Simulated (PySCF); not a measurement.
Compound: 1-phenylaziridine, C8H9N.
Numbering: `[cH:1]1[cH:2][cH:3][c:4]([N:5]2[CH2:6][CH2:7]2)[cH:8][cH:9]1` (hydrogens: H10 on C1; H11 on C2; H12 on C3; H13, H14 on C6; H15, H16 on C7; H17 on C8; H18 on C9)

Geometry (PBE0-D3(BJ)/def2-SVP, Å), atoms numbered from 1 in this order:
```xyz
18
C8H9N angstrom
C     -2.543    0.229   -0.191
C     -1.830    1.127    0.602
C     -0.477    0.927    0.860
C      0.188   -0.185    0.323
N      1.529   -0.423    0.626
C      2.554    0.564    0.445
C      2.520   -0.677   -0.379
C     -0.531   -1.086   -0.475
C     -1.883   -0.877   -0.727
H     -3.604    0.390   -0.392
H     -2.333    1.999    1.027
H      0.078    1.629    1.487
H      3.277    0.674    1.260
H      2.278    1.500   -0.059
H      3.218   -1.498   -0.180
H      2.222   -0.566   -1.429
H     -0.017   -1.957   -0.891
H     -2.428   -1.589   -1.352
```

The closed-shell ground state was solved at several levels (PySCF, density fitting, gas phase, non-relativistic).

```json
{"level": "PBE0/pcSseg-1", "basis functions": "198", "total energy (Eh)": "-364.4956", "HOMO (eV)": "-6.09", "LUMO (eV)": "-0.14", "gap (eV)": "5.95", "dipole (D)": "1.53"}
{"level": "wB97X-D/def2-SVPD", "basis functions": "252", "total energy (Eh)": "-364.6011", "HOMO (eV)": "-7.83", "LUMO (eV)": "1.54", "gap (eV)": "9.37", "dipole (D)": "1.42"}
```

What might mPW1PW91/pcSseg-1 (198 basis functions) give for the same quantities?

Total energy -364.8452 Eh, HOMO -6.11 eV, LUMO -0.16 eV, gap 5.95 eV, dipole 1.54 D.

How far do the dipole and the HOMO energy spread over the levels?

The dipole runs from 1.42 to 1.54 D (mean 1.50 D) and the HOMO from -7.83 to -6.09 eV.

One conformer stands for the species.

Note: wB97X-D ran without an empirical dispersion term, which enters the total energy and its gradient alone.
